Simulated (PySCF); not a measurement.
Cartesian coordinates (Å):
```xyz
8

Mo     0.0371     0.0962     0.0540
F     -1.2241     0.4981    -1.2304
F      1.2589     1.0788    -0.9315
F     -1.2815    -0.8521     0.9431
F      0.4575    -1.4128    -0.9346
F     -0.4793     1.6379     0.9415
O      1.2787    -0.3068     1.3296
H      1.9283    -0.5258     2.0177
```
Charge 0, spin multiplicity 1.

Task: What is the computed total energy, HOMO, LUMO, HOMO–LUMO gap, charge on the central atom (Mulliken) and dipole moment (PBE-D3(BJ)/def2-TZVP // TPSS-D3(BJ)/def2-SVP in PySCF)?

Result: 
| Item | Value |
|---|---|
| total energy | -17503.73 eV |
| HOMO | -9.57 eV |
| LUMO | -5.63 eV |
| HOMO–LUMO gap | 3.94 eV |
| charge on the central atom (Mulliken) | 1.82 e |
| dipole moment | 3.93 D |
